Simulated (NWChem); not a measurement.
System: BF$_{2}$ cation

NWChem input:

```
start job
memory heap 200 mb stack 900 mb global 1100 mb
charge 1
geometry units angstroms noautoz
  F      0.000000     0.000000    -1.226433
  B      0.000000     0.000000     0.000000
  F      0.000000     0.000000     1.226433
end
basis spherical
  F library def2-svp
  B library def2-svp
end
dft
  xc b3lyp
  iterations 150
  mulliken
end
task dft energy
```

The geometry was optimised at PBE0-D3(BJ)/def2-TZVP. B3LYP is NWChem's, with the RPA form of VWN correlation.

Predict the main results of this run. (B3LYP/def2-SVP.) Quantities: energy (Ha); highest occupied level (eV); orbital gap (eV).


- energy (Ha) = -224.08
- highest occupied level (eV) = -22.39
- orbital gap (eV) = 13.67
